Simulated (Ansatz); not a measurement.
`CCCCCCCCCC[S][Au]`, relaxed as a singlet with RKS PBE-D4/def2-SVP in Ansatz, starting from the GFN2-xTB geometry. Force threshold 0.03 eV/Å.

In the def2 sets Au takes a core potential; there is no spin–orbit coupling. The relaxation made no stability test and no search for a lower SCF solution.

Start:

```xyz
33

C     1.905    4.798   -2.353
C     1.734    3.289   -2.239
C     0.745    2.914   -1.138
C     0.562    1.404   -1.021
C    -0.434    1.025    0.072
C    -0.601   -0.488    0.192
C    -1.579   -0.866    1.303
C    -1.866   -2.366    1.383
C    -0.638   -3.189    1.766
C    -0.968   -4.664    1.888
S     0.472   -5.685    2.341
Au    1.960   -5.234    0.646
H     2.610    5.049   -3.143
H     0.952    5.271   -2.580
H     2.274    5.212   -1.417
H     1.381    2.889   -3.193
H     2.702    2.829   -2.027
H     1.102    3.310   -0.185
H    -0.220    3.380   -1.349
H     0.215    1.008   -1.978
H     1.528    0.940   -0.804
H    -1.403    1.482   -0.147
H    -0.091    1.425    1.029
H     0.376   -0.933    0.392
H    -0.960   -0.887   -0.761
H    -2.523   -0.342    1.131
H    -1.183   -0.524    2.262
H    -2.249   -2.715    0.421
H    -2.648   -2.536    2.129
H     0.142   -3.073    1.006
H    -0.233   -2.831    2.716
H    -1.677   -4.837    2.699
H    -1.387   -5.055    0.960
```

(1) Estimate the energy that the relaxation releases and the steps that it takes.

(2) Does the start keep its bonding?

(3) Predict the relaxed structure.

## Answers

(1) 0.22 eV, in 4 steps; 19 s on 4 threads of Arm Neoverse V2 on a shared host. No frequencies were taken in this run, so the end may be a saddle point.

(2) By distances, no bond broke or formed. The bond that changes most is S11–Au12, from 2.30 to 2.27 Å (atoms count from 1).

(3) 
```xyz
33

C     1.947    4.851   -2.389
C     1.753    3.339   -2.256
C     0.754    2.943   -1.163
C     0.553    1.431   -1.024
C    -0.446    1.034    0.068
C    -0.637   -0.480    0.205
C    -1.615   -0.881    1.316
C    -1.883   -2.390    1.420
C    -0.644   -3.221    1.781
C    -0.934   -4.717    1.883
S     0.489   -5.771    2.358
Au    1.992   -5.379    0.696
H     2.674    5.105   -3.186
H     0.991    5.360   -2.634
H     2.321    5.294   -1.442
H     1.414    2.918   -3.229
H     2.733    2.853   -2.047
H     1.093    3.361   -0.187
H    -0.227    3.429   -1.369
H     0.216    1.014   -2.000
H     1.534    0.947   -0.816
H    -1.429    1.514   -0.138
H    -0.109    1.451    1.044
H     0.355   -0.950    0.386
H    -0.993   -0.896   -0.766
H    -2.581   -0.355    1.150
H    -1.233   -0.507    2.293
H    -2.301   -2.756    0.454
H    -2.676   -2.567    2.180
H     0.149   -3.081    1.012
H    -0.206   -2.865    2.738
H    -1.657   -4.923    2.707
H    -1.397   -5.104    0.952
```
Bond lengths: 9 × C–C 1.53 to 1.54 Å; 1 × C–S 1.83 Å; 1 × Au–S 2.27 Å; 21 × C–H 1.11 Å.
